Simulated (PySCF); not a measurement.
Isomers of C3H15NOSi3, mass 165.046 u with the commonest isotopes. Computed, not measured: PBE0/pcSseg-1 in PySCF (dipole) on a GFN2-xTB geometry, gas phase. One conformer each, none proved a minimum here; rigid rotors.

Question: Order these by rotational constant A, largest first.
A. `[CH3:1][SiH2:2][Si@@:3]([CH3:4])([OH:5])[CH2:6][SiH2:7][NH2:8]` with C1–Si2–Si3–C4 -44°, Si2–Si3–O5–H 177°, Si2–Si3–C6–Si7 -49°, Si3–C6–Si7–N8 79°, C6–Si7–N8–H 179° and -44°
B. `[CH3:1][O:2][CH2:3][Si@@H:4]([NH2:5])[CH2:6][SiH2:7][SiH3:8]` with C1–O2–C3–Si4 -179°, O2–C3–Si4–N5 -54°, C3–Si4–N5–H -64° and 69°, C3–Si4–C6–Si7 67°, Si4–C6–Si7–Si8 176°
C. `[OH:1][CH2:2][CH2:3][C@@H:4]([SiH3:5])[SiH2:6][NH:7][SiH3:8]` with H–O1–C2–C3 55°, O1–C2–C3–C4 59°, C2–C3–C4–Si5 72°, C3–C4–Si6–N7 176°, C4–Si6–N7–Si8 -178°

Answer: C (2077 MHz), B (1607 MHz), A (1427 MHz).

Question: Order these by rotational constant B, largest first.
A. `[CH3:1][SiH2:2][Si@@:3]([CH3:4])([OH:5])[CH2:6][SiH2:7][NH2:8]` with C1–Si2–Si3–C4 -44°, Si2–Si3–O5–H 177°, Si2–Si3–C6–Si7 -49°, Si3–C6–Si7–N8 79°, C6–Si7–N8–H 179° and -44°
B. `[CH3:1][O:2][CH2:3][Si@@H:4]([NH2:5])[CH2:6][SiH2:7][SiH3:8]` with C1–O2–C3–Si4 -179°, O2–C3–Si4–N5 -54°, C3–Si4–N5–H -64° and 69°, C3–Si4–C6–Si7 67°, Si4–C6–Si7–Si8 176°
C. `[OH:1][CH2:2][CH2:3][C@@H:4]([SiH3:5])[SiH2:6][NH:7][SiH3:8]` with H–O1–C2–C3 55°, O1–C2–C3–C4 59°, C2–C3–C4–Si5 72°, C3–C4–Si6–N7 176°, C4–Si6–N7–Si8 -178°

Answer: A (750.2 MHz), B (497.6 MHz), C (483.4 MHz).

Question: Order these by dipole moment, largest first.
A. `[CH3:1][O:2][CH2:3][Si@@H:4]([NH2:5])[CH2:6][SiH2:7][SiH3:8]` with C1–O2–C3–Si4 -179°, O2–C3–Si4–N5 -54°, C3–Si4–N5–H -64° and 69°, C3–Si4–C6–Si7 67°, Si4–C6–Si7–Si8 176°
B. `[CH3:1][SiH2:2][Si@@:3]([CH3:4])([OH:5])[CH2:6][SiH2:7][NH2:8]` with C1–Si2–Si3–C4 -44°, Si2–Si3–O5–H 177°, Si2–Si3–C6–Si7 -49°, Si3–C6–Si7–N8 79°, C6–Si7–N8–H 179° and -44°
C. `[OH:1][CH2:2][CH2:3][C@@H:4]([SiH3:5])[SiH2:6][NH:7][SiH3:8]` with H–O1–C2–C3 55°, O1–C2–C3–C4 59°, C2–C3–C4–Si5 72°, C3–C4–Si6–N7 176°, C4–Si6–N7–Si8 -178°

Answer: A (2.11 D), B (1.22 D), C (1.00 D).

```
                        SMILES  point group  Ia (u·Å²)  Ib (u·Å²)  Ic (u·Å²)      κ  μa (D)  μb (D)  μc (D)
    COC[Si@@H](N)C[SiH2][SiH3]           C1     314.41    1015.73    1195.25  -0.87    1.96    0.79    0.01
OCC[C@@H]([SiH3])[SiH2]N[SiH3]           C1     243.32    1045.41    1161.40  -0.94    0.28    0.83    0.48
   C[SiH2][Si@@](C)(O)C[SiH2]N           C1     354.26     673.70     859.31  -0.61    0.58    1.07    0.12
```
